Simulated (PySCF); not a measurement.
C4H7GaO2.
Z-matrix (Å and degrees, PBE0-D3(BJ)/def2-SVP geometry), rows numbered from 1:
```
C 
C   1  1.5052
C   2  1.4034  1  119.67
O   3  1.2634  2  128.09  1   178.49
Ga  4  1.9589  3  125.81  2    -3.21
O   5  1.9564  4   91.27  3     6.51
C   6  1.2641  5  125.93  4    -6.56
H   1  1.1006  2  111.57  3    36.44
H   1  1.1028  2  112.39  3   -84.15
H   1  1.1000  2  111.10  3   155.75
H   3  1.1071  2  116.89  1    -2.31
H   5  1.5633  4  107.21  3  -101.91
H   5  1.5611  4  107.64  3   115.49
H   7  1.1071  2  116.90  1     2.29
```

Computed with TDDFT CAM-B3LYP/def2-SVPD, vertical, gas phase, core orbitals frozen in the response (PySCF). Relativistic effects, spin–orbit coupling among them, are left out although an element past zinc is present.

Kohn–Sham orbitals with the atoms that hold most of them (Löwdin shares over 4%, at most four atoms; ? is withheld):

```json
{"orbital": "HOMO-3", "ε (eV)": "-10.88", "atoms": "Ga5 21%, O4 21%, O6 20%, H13 10%"}
{"orbital": "HOMO-2", "ε (eV)": "-9.81", "atoms": "O6 30%, O4 30%, C7 9%, C3 8%"}
{"orbital": "HOMO-1", "ε (eV)": "-9.79", "atoms": "Ga5 34%, H13 23%, H12 23%, C2 5%"}
{"orbital": "HOMO", "ε (eV)": "-8.19", "atoms": "?"}
{"orbital": "LUMO", "ε (eV)": "?", "atoms": "C3 25%, C7 24%, O4 16%, O6 15%"}
{"orbital": "LUMO+1", "ε (eV)": "0.93", "atoms": "Ga5 34%, C1 14%, C7 8%, C3 8%"}
{"orbital": "LUMO+2", "ε (eV)": "1.32", "atoms": "Ga5 46%, O6 14%, O4 14%, H13 10%"}
```

(1) Which atoms hold the HOMO, and with what shares?

(2) What is the LUMO energy, and the HOMO–LUMO gap?

## Answers

(1) C2 (bonded to 3 C) 28%; O6 (bonded to C and Ga) 15%; O4 (bonded to C and Ga) 15%; C7 (bonded to C, O and H) 9%. By element: carbon 36% or more, oxygen 30%.

(2) ε(LUMO) = -1.05 eV; the gap is 7.13 eV (0.2621 hartree).

Question: The HOMO–LUMO gap is 7.13 eV. Where does the response calculation put the lowest singlet, and from which orbitals?

Answer: S1 is at 4.24 eV (f = 0.104), 2.90 eV below the gap, made of HOMO→LUMO (98%). Without the coupling terms of the response equations the lowest excitation would equal the gap.

Question: One configuration dominates each of S1 and S5. Which, and how do the shares of the two leading atoms of either orbital change from the occupied to the empty one?

Answer: 
- S1 (4.24 eV, f 0.104), HOMO→LUMO (98%): C2 28% → at most 15%, O6 15% → 15%, C3 at most 9% → 25%, C7 9% → 24%
- S5 (6.38 eV, f 0.013), HOMO→LUMO+1 (86%): C2 28% → at most 8%, O6 15% → at most 8%, Ga5 at most 9% → 34%, C1 at most 9% → 14%

On one thread of an Arm Neoverse N1, no GPU (shared host), this took 3.7 min (with the writing of density and orbital grids) and 1.1 GiB of memory at its peak.
